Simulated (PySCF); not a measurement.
## Basis and Hamiltonian dependence of the excitation energy of Be⁺

Be⁺ [He] 2s1 (2S) → Be⁺ [He] 3d1 (2D). Calculated with PySCF 2.14 from differences of total energies of unrestricted determinants, without spin-orbit coupling. Values in eV.

```
                                                           basis       Hamiltonian  functions     UHF     LDA    PBE0  CCSD(T) (valence and next inner shell)
             x2c-TZVPPall with one added diffuse shell of s type     spin-free X2C         20  15.609  14.985  14.910                                  15.639
                                                     def2-TZVPPD  non-relativistic         22  15.606  14.982  14.907                                  15.637
                                                     aug-cc-pVDZ  non-relativistic         23  12.326  11.917  11.974                                     n/a
                                                     aug-pcseg-2  non-relativistic         24  12.487  12.180  12.286                                     n/a
     x2c-QZVPPall with one added diffuse shell each of s, p type     spin-free X2C         40  12.666  12.250  12.268                                  12.705
                                                  aug-cc-pVTZ-DK     spin-free X2C         46  12.263  11.915  11.958                                     n/a
                                                    aug-cc-pCVTZ  non-relativistic         59  12.261  11.915  11.955                                  12.321
                                                 aug-cc-pCVTZ-DK     spin-free X2C         59  12.264  11.917  11.958                                  12.324
aug-cc-pVTZ with one added diffuse shell each of s, p, d, f type  non-relativistic         62  12.088  11.801  11.857                                     n/a
                                                     dyall-acv3z     spin-free X2C         76  12.184  11.864  11.916                                  12.253
                                                     dyall-acv3z  non-relativistic         76  12.181  11.862  11.913                                  12.250
                                                     aug-cc-pVQZ  non-relativistic         80  12.159  11.832  11.885                                     n/a
                                                    aug-cc-pCVQZ  non-relativistic        109  12.158  11.835  11.887                                     n/a
                                                 aug-cc-pCVQZ-DK     spin-free X2C        109  12.161  11.838  11.890                                     n/a
```

Frozen in the all-electron rows: valence: 1s2; valence and next inner shell: nothing.

At UHF, x2c-TZVPPall with one added diffuse shell of s type, def2-TZVPPD, x2c-QZVPPall with one added diffuse shell each of s, p type lie more than 0.3 eV from the median of the rows with comparable relativity. Of these, x2c-TZVPPall with one added diffuse shell of s type, def2-TZVPPD, x2c-QZVPPall with one added diffuse shell each of s, p type have no diffuse functions of the l that the added or promoted electron needs.

Reference for a calculation without spin-orbit coupling: 12.157 eV (measured, between term centres; NIST).
